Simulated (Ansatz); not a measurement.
Level of theory: frozen-core CCSD(T)/cc-pVQZ // CAM-B3LYP-D3(BJ)/def2-TZVP run with Ansatz (an electronic-structure program). The restricted HF reference is unstable towards unrestricted orbitals.

Ansatz 0.2 input:
```yaml
crystal:
  periodic: [false, false, false]
  atoms:
    - { symbol: C, position_ang: [-1.899198, -0.063544, 0.16319] }
    - { symbol: C, position_ang: [-0.619285, -0.020483, -0.090066] }
    - { symbol: C, position_ang: [0.619113, 0.020986, -0.334901] }
    - { symbol: C, position_ang: [1.899189, 0.063576, -0.587418] }
    - { symbol: H, position_ang: [-2.268474, -0.301293, 1.153165] }
    - { symbol: H, position_ang: [-2.631964, 0.137063, -0.608656] }
    - { symbol: H, position_ang: [2.269322, 0.299483, -1.577527] }
    - { symbol: H, position_ang: [2.63129, -0.135793, 0.18539] }
basis:
  gaussian: { orbitals: cc-pVQZ }
correlation:
  method: ccsd_t
```

Output:

```
Functional definition: HF
1983 factors; integrals over basis functions are off by at most 7.3e-4 eV
mean field evaluation 1: about -4181.5075 eV, gradient 2.8e1 eV
mean field evaluation 2: about -4181.5097 eV, gradient 2.8e1 eV
mean field evaluation 4: about -4183.8946 eV, gradient 3.2e0 eV
mean field evaluation 8: about -4183.9314 eV, gradient 2.9e-4 eV
mean field evaluation 16: about -4183.9297 eV, gradient 2.2e-1 eV
mean field -4183.93144371 eV, -153.7566445859 hartree, gradient 1.1e-6 eV, S^2 0.000000; 0 other end points of the search recorded, 0 dependent functions left out; unrestricted orbitals would lower it
4 core orbitals not correlated
reference -4183.93144371 eV, -153.7566445859 hartree; 10, 10 occupied and 326, 326 virtual orbitals, 1983 factors
second order -17.97897812 eV of doubles, -0.00000000 eV of singles
cycle   1  -17.85782474 eV  change    1.2e-1 eV  update   1.1e-1
cycle   2  -18.36064176 eV  change   -5.0e-1 eV  update   3.8e-2
cycle   3  -18.50069205 eV  change   -1.4e-1 eV  update   1.9e-2
cycle   4  -18.49650664 eV  change    4.2e-3 eV  update   5.9e-3
cycle   5  -18.49749499 eV  change   -9.9e-4 eV  update   2.7e-3
cycle   6  -18.49866865 eV  change   -1.2e-3 eV  update   7.8e-4
cycle   7  -18.49832727 eV  change    3.4e-4 eV  update   3.7e-4
cycle   8  -18.49830662 eV  change    2.1e-5 eV  update   1.4e-4
cycle   9  -18.49833762 eV  change   -3.1e-5 eV  update   4.8e-5
cycle  10  -18.49829674 eV  change    4.1e-5 eV  update   1.6e-5
cycle  11  -18.49829820 eV  change   -1.5e-6 eV  update   5.0e-6
perturbative correction -1.01644586 eV, -0.0373536964 hartree
Total energy: -4203.44618777 eV, -154.4737982024 hartree
```

Cost: roughly 60 core-minutes.
